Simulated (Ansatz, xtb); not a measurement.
## C6H2N4: 3 structures ranked

3 gas-phase structures of C6H2N4, from a drawn sample of its isomers (lower ones may exist). Each was relaxed with GFN2-xTB:

A. `N#Cc1cnc(C#N)cn1`, a singlet
B. `N#Cc1nccnc1C#N`, a singlet
C. `N#Cc1cncc(C#N)n1`, a singlet

Question: Which do you expect lowest at r2SCAN-D4/def2-SVP, and how would the others follow?

Answer: Calculated order at r2SCAN-D4/def2-SVP: A (0.000), C (0.025), B (0.074) eV. Less than 1 kcal/mol parts A and C, so the order within that pair means little.

Energies above the lowest of each column, in eV; the last columns are at B3LYP/def2-SVP geometries:

| structure | GFN2-xTB | HF/STO-3G | r2SCAN-D4/def2-SVP | B3LYP/def2-SVP | CCSD(T)/def2-SVP + ΔMP2/def2-TZVPP |
| --- | --- | --- | --- | --- | --- |
| A | 0.000 | 0.001 | 0.000 | 0.000 | 0.000 |
| C | 0.016 | 0.000 | 0.025 | 0.021 | 0.012 |
| B | 0.027 | 0.048 | 0.074 | 0.085 | 0.066 |

Every level run on A puts it lowest or level with the lowest. ΔMP2 is the change of the MP2 energy from the smaller to the larger basis.

Programs: Ansatz 0.2.0, xtb 6.7.1.
